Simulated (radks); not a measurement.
Fractional charge and spin in the 2s shell of magnesium: the spin-up occupation runs from 0 to 1 and the spin-down occupation from 0 to 1; the fullest corner is Mg3+, [He] 2p(up 2.5, down 2.5) 2s(up 1, down 1). All-electron calculation, non-relativistic Kohn-Sham, SCAN, spin-polarised, spherical densities, point nucleus; meta-GGA in the generalised Kohn-Sham scheme. Program: a radial shooting solver on a logarithmic mesh with Libxc functionals. Energy (eV) above the fullest corner. The planes named below are the two flat planes that join the four corners, with an edge along up + down = one added electron.

down \ up,0,0.25,0.5,0.75,1
0,325.166,277.578,231.765,187.833,145.799
0.25,277.578,232.196,188.546,146.744,106.806
0.5,231.765,188.546,147.024,107.318,69.442
0.75,187.833,146.744,107.318,69.676,33.834
1,145.799,106.806,69.442,33.834,0.000

Corners above the fullest one (they belong to Mg4+ and the next ion): (up 1, down 0) 145.80 eV, (up 0, down 1) 145.80 eV, (up 0, down 0) 325.17 eV. With half an added electron in each spin the energy lies 1.225 eV from the planes, and with half an added electron in spin up alone -3.718 eV. The planes are only a guide here: the flat-plane condition holds for ground states with one frontier orbital, while this shell lies below other occupied shells, so the corners above the fullest one are inner-hole states and not the ground states of those ions.
